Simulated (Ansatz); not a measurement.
A search over several starts for the lowest SCF solution of the cluster Al3Si⁻ at the given spin, in a small basis.

```yaml
crystal:
  periodic: [false, false, false]
  atoms:
    - {symbol: Al, position_ang: [-0.467302, -1.311541, -0.288214]}
    - {symbol: Al, position_ang: [0.853446, -0.611123, 1.782830]}
    - {symbol: Al, position_ang: [-0.802113, 0.755281, -1.751140]}
    - {symbol: Si, position_ang: [0.415969, 1.167373, 0.256514]}
basis:
  gaussian: {orbitals: def2-SVP}
total_charge: -1
hamiltonian: {xc: pbe0, dispersion: d4}
output: {orbitals: {seedname: orbitals}}
```

```sh
$ ansatz run in.yaml --threads 4 --pin off --events-out ev --progress --plain --max-ram 3916MiB
```

Shortened log:

```
Functional definition: PBE0
640 factors; integrals over basis functions are off by at most 8.0e-4 eV
mean field evaluation 1: about -27646.5014 eV, gradient 7.3e0 eV
mean field evaluation 2: about -27646.1095 eV, gradient 1.1e1 eV
mean field evaluation 4: about -27646.7657 eV, gradient 1.1e0 eV
mean field evaluation 8: about -27646.7981 eV, gradient 3.2e-2 eV
mean field evaluation 16: about -27646.7981 eV, gradient 3.6e-5 eV
mean field -27646.79808553 eV, -1016.0010899704 hartree, gradient 3.6e-5 eV, S^2 0.000000; 2 other end points of the search recorded, 0 dependent functions left out
reference -27646.79810810 eV, -1016.0010908000 hartree; 27, 27 occupied and 45, 45 virtual orbitals, 640 factors
Total energy: -27646.97863794 eV, -1016.0077251493 hartree
```

It took 0.45 s on 4 threads of Intel Xeon 6975P-C on a shared host.

The restricted singlet is unstable towards broken spin symmetry in Hartree–Fock (as tested in another run); at PBE0-D4/def2-SVP this wasn't settled. The structure comes from a short search, and lower isomers may exist.
